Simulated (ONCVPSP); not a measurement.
## PBE ONCV dataset for silver (Ag), scalar-relativistic all-electron reference.

ONCVPSP 4.0.1 input, shortened (lines: element, Z, core and valence counts, functional; n l f; lmax; l rc ep ncon nbas qcut; lloc lpopt rc5 dvloc0; l nproj debl; icmod fcfact rcfact), PBE, scalar-relativistic:

```
  Ag 47.00    6    4        4      upf
    1    0    2.00
    2    0    2.00
    2    1    6.00
    3    0    2.00
    3    1    6.00
    3    2   10.00
    4    0    2.00
    4    1    6.00
    4    2   10.00
    5    0    1.00
    2
    0    1.45    0.00    4    8   10.80
    1    1.40    0.00    4    7    8.20
    2    1.20    0.00    4    7    7.60
    2    5    1.20    0.00
    0    2    0.40
    1    1    2.90
    2    0    2.80
    3    3.25    1.80
```

Poles of the logarithmic derivatives, all-electron (AE) and pseudo (PS). s: poles at -2.9 (AE) and -2.9 (PS) Ha. p: poles at -1.1 (AE) and -1.1 (PS) Ha. d: poles at 3.1 (AE) and 3.1 (PS) Ha. Test radii: s 1.47, p 1.42, d 1.22 bohr.

- Cutoffs needed: 42 Ha and 105 Ha (the cutoffs (Ha) at which the residual kinetic energy of the hardest occupied pseudo-wave falls to 1 and 0.1 mHa per electron)
- Ghost test: no bound ghost flagged; GHOST(+) flagged for s at 523.1 eV
- Largest excitation error: -76 meV (all-electron minus pseudo) for 4s2 4p5 4d10 5s1, out of 4 test configurations
- rms error of d²Exc/dni dnj: 1.96 mHa without and 3.30 mHa with the model core
